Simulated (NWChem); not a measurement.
Everything below was run with NWChem. System: C$_{3}$H$_{10}$Si, charge 0, spin multiplicity 1, at a geometry optimised with B3LYP/def2-SVP. The structure started from a generated list of species. Level: B3LYP/def2-TZVP, VWN1-RPA local correlation.

Output (cleaned and shortened):

```
             Northwest Computational Chemistry Package (NWChem) 7.3.0
             --------------------------------------------------------

                                NWChem Input Module
                                -------------------

 Scaling coordinates for geometry "geometry" by  1.889725989
 (inverse scale =  0.529177249)

 Turning off AUTOSYM since
 SYMMETRY directive was detected!

                             Geometry "geometry" -> ""
                             -------------------------

 Output coordinates in angstroms (scale by  1.889725989 to convert to a.u.)

  No.       Tag          Charge          X              Y              Z
 ---- ---------------- ---------- -------------- -------------- --------------
    1 C                    6.0000    -0.02818400     2.31407900     0.00000000
    2 C                    6.0000     0.65779700     0.93997800     0.00000000
    3 Si                  14.0000    -0.52336600    -0.54460300     0.00000000
    4 C                    6.0000     0.41891600    -2.18232700     0.00000000
    5 H                    1.0000     0.70570500     3.13713900     0.00000000
    6 H                    1.0000    -0.66913000     2.44763800    -0.88731300
    7 H                    1.0000    -0.66913000     2.44763800     0.88731300
    8 H                    1.0000     1.31958000     0.84430400     0.88035500
    9 H                    1.0000     1.31958000     0.84430400    -0.88035500
   10 H                    1.0000    -1.40855100    -0.47437600    -1.20613800
   11 H                    1.0000    -1.40855100    -0.47437600     1.20613800
   12 H                    1.0000     1.06145200    -2.27051700     0.89129900
   13 H                    1.0000    -0.27645100    -3.03717800     0.00000000
   14 H                    1.0000     1.06145200    -2.27051700    -0.89129900

 Effective nuclear repulsion energy (a.u.)     169.2997836000

            Nuclear Dipole moment (a.u.)
            ----------------------------
        X                 Y               Z
 ---------------- ---------------- ----------------
     0.0000113384    -0.0000056692     0.0000000000

      Symmetry information
      --------------------

 Group name             Cs
 Group number              2
 Group order               2
 No. of unique centers    10

      Symmetry unique atoms

     1    2    3    4    5    6    8   10   12   13


 Summary of "ao basis" -> "" (spherical)
 ------------------------------------------------------------------------------
       Tag                 Description            Shells   Functions and Types
 ---------------- ------------------------------  ------  ---------------------
 *                         def2-tzvp                  on all atoms

                                 NWChem DFT Module
                                 -----------------

 Summary of "ao basis" -> "ao basis" (spherical)
 ------------------------------------------------------------------------------
       Tag                 Description            Shells   Functions and Types
 ---------------- ------------------------------  ------  ---------------------
 C                         def2-tzvp                11       31   5s3p2d1f
 Si                        def2-tzvp                13       37   5s5p2d1f
 H                         def2-tzvp                 4        6   3s1p

 Summary of "ao basis" -> "ao basis" (spherical)
 ------------------------------------------------------------------------------
       Tag                 Description            Shells   Functions and Types
 ---------------- ------------------------------  ------  ---------------------
 C                         def2-tzvp                11       31   5s3p2d1f
 Si                        def2-tzvp                13       37   5s5p2d1f
 H                         def2-tzvp                 4        6   3s1p

      Symmetry analysis of basis
      --------------------------

        a'        122
        a"         68

            General Information
            -------------------
          SCF calculation type: DFT
          Wavefunction type:  closed shell.
          No. of atoms     :    14
          No. of electrons :    42
           Alpha electrons :    21
[...]
    16 a'         17 a"         18 a'         19 a"         20 a'
    21 a"         22 a'         23 a'         24 a'         25 a'
    26 a'         27 a"         28 a"         29 a'         30 a'
    31 a"

------------------------------------------------------------
EAF file 0: "./mol.aoints.0" size=524288 bytes
------------------------------------------------------------
               write      read    awrite     aread      wait
               -----      ----    ------     -----      ----
     calls:        1         0         0         0         0
   data(b): 5.24e+05  0.00e+00  0.00e+00  0.00e+00
   time(s): 0.00e+00  0.00e+00  0.00e+00  0.00e+00  0.00e+00
rate(mb/s): 0.00e+00  0.00e+00
------------------------------------------------------------

   convergence    iter        energy       DeltaE   RMS-Dens  Diis-err    time
 ---------------- ----- ----------------- --------- --------- ---------  ------
 d= 0,ls=0.0,diis     1   -407.2289152516 -5.77D+02  1.33D+01  7.93D+00    14.2
 d= 0,ls=0.0,diis     2   -409.4178654428 -2.19D+00  8.20D-03  3.69D+00    17.8
 d= 0,ls=0.0,diis     3   -409.7804891185 -3.63D-01  3.12D-03  1.07D+00    21.6
 d= 0,ls=0.0,diis     4   -409.9236539103 -1.43D-01  6.46D-04  2.90D-02    25.2
 d= 0,ls=0.0,diis     5   -409.9268368926 -3.18D-03  2.19D-04  4.07D-03    28.7
  Resetting Diis
 d= 0,ls=0.0,diis     6   -409.9273335996 -4.97D-04  4.95D-05  2.91D-04    32.3
 d= 0,ls=0.0,diis     7   -409.9273697183 -3.61D-05  2.20D-05  1.94D-05    35.7
 d= 0,ls=0.0,diis     8   -409.9273687660  9.52D-07  1.24D-05  2.59D-05    38.9
 d= 0,ls=0.0,diis     9   -409.9273718115 -3.05D-06  1.37D-06  1.97D-07    42.1
 d= 0,ls=0.0,diis    10   -409.9273718363 -2.48D-08  3.05D-07  5.06D-09    45.4

         Total DFT energy =     -409.927371836302
      One electron energy =     -897.616212128570
           Coulomb energy =      359.369535339675
    Exchange-Corr. energy =      -40.980478647426
 Nuclear repulsion energy =      169.299783600019

 Numeric. integr. density =       41.999996363381

     Total iterative time =     43.2s

                  Occupations of the irreducible representations
                  ----------------------------------------------

                     irrep           alpha         beta
                     --------     --------     --------
                     a'               16.0         16.0
                     a"                5.0          5.0

                       DFT Final Molecular Orbital Analysis
                       ------------------------------------

 Vector   19  Occ=2.000000D+00  E=-3.221591D-01  Symmetry=a"
              MO Center= -8.5D-01, -4.0D-01,  3.0D-13, r^2= 3.1D+00
   Bfn.  Coefficient  Atom+Function         Bfn.  Coefficient  Atom+Function
  ----- ------------  ---------------      ----- ------------  ---------------
    79      0.244217   3 Si pz              162     -0.213135  10 H  s
   168      0.213135  11 H  s               163     -0.151424  10 H  s
   169      0.151424  11 H  s               161     -0.136743  10 H  s
   167      0.136743  11 H  s                76      0.109488   3 Si pz
    70     -0.108536   3 Si pz               39     -0.107192   2 C  pz

 Vector   20  Occ=2.000000D+00  E=-3.185002D-01  Symmetry=a'
              MO Center= -1.7D-01, -1.2D+00, -2.6D-13, r^2= 3.1D+00
   Bfn.  Coefficient  Atom+Function         Bfn.  Coefficient  Atom+Function
  ----- ------------  ---------------      ----- ------------  ---------------
   106      0.232272   4 C  py               77      0.210894   3 Si px
   109      0.186211   4 C  py              105     -0.163752   4 C  px
    78     -0.150388   3 Si py              108     -0.130143   4 C  px
   162     -0.123684  10 H  s               168     -0.123684  11 H  s
   112      0.113181   4 C  py              163     -0.095504  10 H  s

 Vector   21  Occ=2.000000D+00  E=-2.949071D-01  Symmetry=a'
              MO Center=  2.0D-01,  5.7D-01, -7.0D-15, r^2= 3.5D+00
   Bfn.  Coefficient  Atom+Function         Bfn.  Coefficient  Atom+Function
  ----- ------------  ---------------      ----- ------------  ---------------
    38      0.204624   2 C  py               78     -0.205295   3 Si py
    37      0.203451   2 C  px               40      0.162743   2 C  px
    41      0.162398   2 C  py              132     -0.142308   5 H  s
    77     -0.139127   3 Si px              106      0.118557   4 C  py
    44      0.117826   2 C  py                7     -0.114278   1 C  py

 Vector   22  Occ=0.000000D+00  E= 2.337300D-02  Symmetry=a'
              MO Center= -3.8D-01, -4.5D-01,  4.9D-16, r^2= 9.1D+00
   Bfn.  Coefficient  Atom+Function         Bfn.  Coefficient  Atom+Function
  ----- ------------  ---------------      ----- ------------  ---------------
   104      3.257596   4 C  s                 5     -2.269619   1 C  s
    81      1.533844   3 Si py              175     -0.829376  12 H  s
   187     -0.829376  14 H  s               181     -0.759041  13 H  s
   133      0.688174   5 H  s               139      0.643296   6 H  s
   145      0.643296   7 H  s                44      0.598822   2 C  py

 Vector   23  Occ=0.000000D+00  E= 2.744015D-02  Symmetry=a'
              MO Center=  5.4D-01, -4.2D-03, -8.4D-16, r^2= 7.9D+00
   Bfn.  Coefficient  Atom+Function         Bfn.  Coefficient  Atom+Function
  ----- ------------  ---------------      ----- ------------  ---------------
    36      2.902518   2 C  s               104      2.126863   4 C  s
     5      1.203600   1 C  s                80     -1.166817   3 Si px
   151     -1.172229   8 H  s               157     -1.172229   9 H  s
   175     -0.778197  12 H  s               187     -0.778197  14 H  s
    67     -0.683112   3 Si s               139     -0.679450   6 H  s

 Vector   24  Occ=0.000000D+00  E= 6.322665D-02  Symmetry=a'
              MO Center= -8.4D-01,  1.2D-01, -1.9D-16, r^2= 1.0D+01
   Bfn.  Coefficient  Atom+Function         Bfn.  Coefficient  Atom+Function
  ----- ------------  ---------------      ----- ------------  ---------------
     5      3.181117   1 C  s                36     -2.163319   2 C  s
    80      1.639513   3 Si px               67      1.592396   3 Si s
   133     -1.460186   5 H  s               181     -1.037841  13 H  s
   104      0.975448   4 C  s               139     -0.940963   6 H  s
   145     -0.940963   7 H  s                81      0.824032   3 Si py

 center of mass
 --------------
 x =  -0.02592006 y =  -0.02991089 z =   0.00000000

 moments of inertia (a.u.)
 ------------------
         684.027673408264          -7.626391828512           0.000000000000
          -7.626391828512         121.063029216879           0.000000000000
           0.000000000000           0.000000000000         750.219766673575

     Multipole analysis of the density
     ---------------------------------

     L   x y z        total         alpha         beta         nuclear
     -   - - -        -----         -----         ----         -------
     0   0 0 0      0.000000    -21.000000    -21.000000     42.000000

     1   1 0 0      0.320116      0.160052      0.160052      0.000011
     1   0 1 0     -0.016115     -0.008054     -0.008054     -0.000006
     1   0 0 1     -0.000000     -0.000000     -0.000000      0.000000

     2   2 0 0    -27.693122    -47.169141    -47.169141     66.645161
     2   1 1 0      0.012454     -0.611836     -0.611836      1.236126
     2   1 0 1     -0.000000     -0.000000     -0.000000      0.000000
     2   0 2 0    -26.716357   -215.824912   -215.824912    404.933466
     2   0 1 1     -0.000000     -0.000000     -0.000000      0.000000
     2   0 0 2    -27.105165    -27.163809    -27.163809     27.222452

 Task  times  cpu:       45.5s     wall:       45.5s

 Total times  cpu:       45.5s     wall:       45.5s
```

### Question
Write an NWChem input that would produce this output.

### Answer
This is not unique; one that fits is 
```
start mol
memory heap 200 mb stack 800 mb global 1000 mb
geometry units angstroms nocenter noautoz
  C     -0.028184     2.314079     0.000000
  C      0.657797     0.939978     0.000000
  Si    -0.523366    -0.544603     0.000000
  C      0.418916    -2.182327     0.000000
  H      0.705705     3.137139     0.000000
  H     -0.669130     2.447638    -0.887313
  H     -0.669130     2.447638     0.887313
  H      1.319580     0.844304     0.880355
  H      1.319580     0.844304    -0.880355
  H     -1.408551    -0.474376    -1.206138
  H     -1.408551    -0.474376     1.206138
  H      1.061452    -2.270517     0.891299
  H     -0.276451    -3.037178     0.000000
  H      1.061452    -2.270517    -0.891299
  symmetry group Cs
end
basis spherical
  * library def2-tzvp
end
dft
  xc b3lyp
  semidirect memsize 60000000 filesize 0
  iterations 100
end
task dft energy
```
